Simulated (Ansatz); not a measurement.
The pair A = HCl (SMILES Cl) (first 2 atoms), B = SiH4 (SMILES [SiH4]); geometry from B3LYP-D3(BJ)/def2-TZVP.
(charge 0, multiplicity 1):
| atom | x (Å) | y (Å) | z (Å) |
|---|---|---|---|
| Cl | -0.0685 | -0.3380 | -0.3248 |
| H | -0.6754 | -1.3223 | 0.2291 |
| Si | 0.0195 | 0.1567 | 3.4101 |
| H | 0.8354 | 1.2663 | 2.8732 |
| H | -1.3615 | 0.2478 | 2.8851 |
| H | -0.0157 | 0.2344 | 4.8889 |
| H | 0.6091 | -1.1402 | 3.0067 |

Frozen-core correlation. MP2 and its Hartree–Fock in aug-cc-pV(Q+d)Z are density fitted.

Codes used: Ansatz (a quantum-chemistry and plane-wave program). Each number belongs to the level named beside it.

The counterpoise-corrected interaction energy is E(AB) − E(A in the pair's basis) − E(B in the pair's basis). Total energies (hartree):

| level | AB | A in the pair's basis | B in the pair's basis |
|---|---|---|---|
| HF/aug-cc-pV(T+d)Z | -751.3714270 | -460.1085719 | -291.2638491 |
| MP2/aug-cc-pV(T+d)Z | -751.7277938 | -460.3169087 | -291.4095196 |
| HF/aug-cc-pV(Q+d)Z | -751.3785063 | -460.1118763 | -291.2676172 |
| MP2/aug-cc-pV(Q+d)Z | -751.7603047 | -460.3372414 | -291.4215635 |
| CCSD(T)/aug-cc-pV(T+d)Z | -751.7901669 | -460.3459664 | -291.4429158 |

**Question.** Work out the counterpoise-corrected interaction energy at the basis-set limit: extrapolate the MP2 correlation part as X⁻³, take Hartree–Fock from the larger set, and add the CCSD(T) − MP2 difference of aug-cc-pV(T+d)Z.

**Answer.** 
1. Differences (1 hartree = 627.509 kcal/mol): HF/aug-cc-pV(T+d)Z 0.624; MP2/aug-cc-pV(T+d)Z -0.857; HF/aug-cc-pV(Q+d)Z 0.619; MP2/aug-cc-pV(Q+d)Z -0.941; CCSD(T)/aug-cc-pV(T+d)Z -0.806.
2. Correlation parts, MP2 less HF: -1.481 in aug-cc-pV(T+d)Z (X = 3), -1.561 in aug-cc-pV(Q+d)Z (X = 4).
3. Limit (4³·(-1.561) − 3³·(-1.481))/(4³ − 3³) = -1.619; with HF/aug-cc-pV(Q+d)Z it gives -1.000.
4. CCSD(T) less MP2 in aug-cc-pV(T+d)Z: 0.051.
Result: -0.95 kcal/mol, against -0.86 at MP2/aug-cc-pV(T+d)Z. It is an estimate of this method's limit, not of the exact value.
